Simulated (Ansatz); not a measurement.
C2H5FSSi, SMILES `C[Si@H]1S[C@H]1F`, charge 0, multiplicity 1.

Give a relaxed structure at PBE0-D4/def2-TZVP (Ansatz). (Best estimate.)

The calculation gave: 
```xyz
10

C    -0.425    0.145   -1.502
Si   -0.361    0.532    0.309
S    -0.942   -0.921    1.709
C     0.804   -0.435    1.380
F     1.570   -1.418    0.808
H    -1.442    0.248   -1.885
H    -0.088   -0.879   -1.669
H     0.221    0.829   -2.059
H    -0.645    1.946    0.647
H     1.306   -0.048    2.262
```
This is one stationary point; other conformers may exist.
